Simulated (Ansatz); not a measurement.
System: C2H6Cl2Sn, net charge 0, singlet state. 
Coordinates optimised at B3LYP-D3(BJ)/def2-TZVP (Ansatz, an electronic-structure program):
```
Sn
C 1 2.1400
H 2 1.0874 1 107.95
H 2 1.0883 3 109.95 1 119.21
H 2 1.0883 3 109.95 4 121.58
C 1 2.1400 2 122.14 3 -180.00
H 6 1.0874 1 107.95 2 180.00
H 6 1.0883 7 109.95 1 119.21
H 6 1.0883 7 109.95 8 121.58
Cl 1 2.3570 2 106.92 3 56.60
Cl 1 2.3570 2 106.92 3 -56.60
```
Charge 0, spin multiplicity 1.

Basis-set convergence of Hartree-Fock and MP2 correlation energies (hartree) with Ansatz. Correlated levels leave the core frozen unless marked. Spin-orbit coupling is left out. Frozen are the shells of the preceding noble gas and the d and f shells that filled before the atom's block. In def2 rows, elements after Kr have scalar-relativistic effective core potentials.

```
basis       functions        E(HF)  E(corr, MP2)
----------  ---------  -----------  ------------
def2-SVP          120  -1211.33215      -0.63357
def2-TZVPP        280  -1211.74969      -0.83630
def2-QZVPP        516  -1211.78159      -0.90661
```

Extrapolating the two largest sets (X = 3 and 4) as X^-3: E(corr) = (64·(-0.90661) - 27·(-0.83630))/37 = -0.9579 Eh, an estimate of the basis-set limit. The largest set recovers 94.6 % of it, the smallest 66.1 %.
